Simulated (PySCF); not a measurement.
**Working out the ionisation energy of Cr⁺**

Cr⁺ [Ar] 3d5 (6S) → Cr²⁺ [Ar] 3d4 (5D). All numbers are calculated (PySCF 2.14, scalar relativity by spin-free X2C-1e, in aug-cc-pVTZ-DK (8s7p5d3f2g, 93 functions)). Frozen: [Ar]. Energies in hartree (1 hartree = 27.21139 eV):

```csv
part,Cr⁺ (lower),Cr²⁺ (upper)
UHF,-1049.433631,-1048.882134
CCSD correlation,-0.082576,-0.045801
(T),-0.001724,-0.000380
```

**Question.** What does Hartree-Fock give?

**Answer.** (-1048.882134) − (-1049.433631) = 0.551497 hartree = 15.007 eV.

**Question.** What do CCSD and CCSD(T) give?

**Answer.** The CCSD correlation energies differ by 0.036775 hartree = 1.001 eV and the triples by 0.001344 hartree = 0.037 eV, so CCSD gives 16.008 eV and CCSD(T) 16.045 eV.

Reference: 16.486 eV (measured; NIST Atomic Spectra Database, ionization energies), between the lowest levels; spin-orbit coupling is absent from the calculation.

What remains against the reference includes basis incompleteness, the frozen core and higher excitations.
